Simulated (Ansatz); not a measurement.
Reaction (ligand exchange at a B–N bond): `CNB(N)O` + HCl → `NB(O)Cl` + CH₃NH₂

Isolated molecules relaxed with PBE0-D4/def2-TZVP in Ansatz; ΔE leaves out vibrations. CCSD(T)/CBS is the MP2 limit (def2-TZVPP, def2-QZVPP) plus CCSD(T) − MP2 in def2-TZVPP, frozen cores. This one scheme is used for every species. Functionals use def2-TZVPP. Each species was taken in one conformer, which may not be the lowest.

```tsv
level	ΔE (kJ/mol)
PBE-D4	-14.9
r2SCAN	-15.7
CCSD/def2-TZVPP	-8.5
MP2/def2-QZVPP	-11.9
```

Problem. What does CCSD(T)/CBS give? (Estimate.)

Solution. Ansatz gave: -9.7 kJ/mol. The listed levels differ from it by -5.2, -6.0, 1.2, -2.2 kJ/mol.

Largest T1 diagnostic among the species: 0.011.

The D4 term adds +3.7 kJ/mol with B3LYP and +2.3 kJ/mol with PBE0; it sums over pairs of atoms, weighted by their polarisabilities, and B3LYP, whose exchange is more repulsive, gets the larger term.

B3LYP here is the variant with VWN-RPA as its local correlation; programs differ in this.
